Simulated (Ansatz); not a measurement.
Relaxation of CH$_{7}$NOSi (11 atoms, charge 0, multiplicity 1), to a largest force component of 0.02 eV/Å in at most 40 steps.

Method: RKS revPBE-D4/6-31G in Ansatz 0.2.0.

```xyz
11
Properties=species:S:1:pos:R:3:forces:R:3
Si 0.000 0.000 0.000 0.54 -0.53 2.54
N 0.000 0.000 1.820 0.26 -0.37 0.03
H -0.877 -0.271 2.350 1.69 0.53 -0.52
H 0.877 0.271 2.350 -1.73 -0.43 -0.55
H 1.377 0.000 -0.486 0.87 0.17 -0.13
O -0.791 1.371 -0.559 0.36 1.64 -0.69
C -2.151 1.418 -0.965 -0.84 -0.05 -0.21
H -2.769 0.822 -0.261 -0.33 0.13 -0.20
H -2.502 2.471 -0.964 0.12 -0.27 0.01
H -2.247 0.998 -1.988 -0.26 0.09 0.07
H -0.688 -1.191 -0.486 -0.68 -0.89 -0.35
```

Where does it end, and by what steps?

The run converged. Limits of this set-up: no polarisation functions. After 13 steps the energy has fallen by 0.455 eV; H8 moved furthest, 0.92 Å.

| step | energy less start (eV) | largest force component (eV/Å) | accepted |
| --- | --- | --- | --- |
| 0 | 0.0000 | 2.540 | yes |
| 1 | -0.3062 | 1.329 | yes |
| 2 | -0.3866 | 0.273 | yes |
| 3 | -0.4091 | 0.361 | yes |
| 4 | -0.3731 | 0.996 | no |
| 5 | -0.4229 | 0.190 | yes |
| 6 | -0.4316 | 0.135 | yes |
| 7 | -0.4437 | 0.043 | yes |
| 8 | -0.4460 | 0.041 | yes |
| 9 | -0.4438 | 0.435 | no |
| 10 | -0.4509 | 0.024 | yes |
| 11 | -0.4527 | 0.147 | yes |
| 12 | -0.4527 | 0.144 | yes |
| 13 | -0.4547 | 0.012 | yes |

```xyz
11
Properties=species:S:1:pos:R:3
Si 0.101 -0.001 -0.047
N -0.127 -0.149 1.700
H -0.832 -0.754 2.112
H 0.352 0.445 2.371
H 1.551 0.260 -0.354
O -0.678 1.367 -0.840
C -2.137 1.473 -0.866
H -2.551 1.618 0.150
H -2.384 2.349 -1.484
H -2.606 0.573 -1.315
H -0.459 -1.295 -0.618
```

Whether the end is a true minimum wasn't checked by a vibrational analysis.

Run time: 15 s on 1 thread of AMD EPYC 9R45 96-Core Processor (Zen 5), on a shared host, peak memory 0.17 GiB.
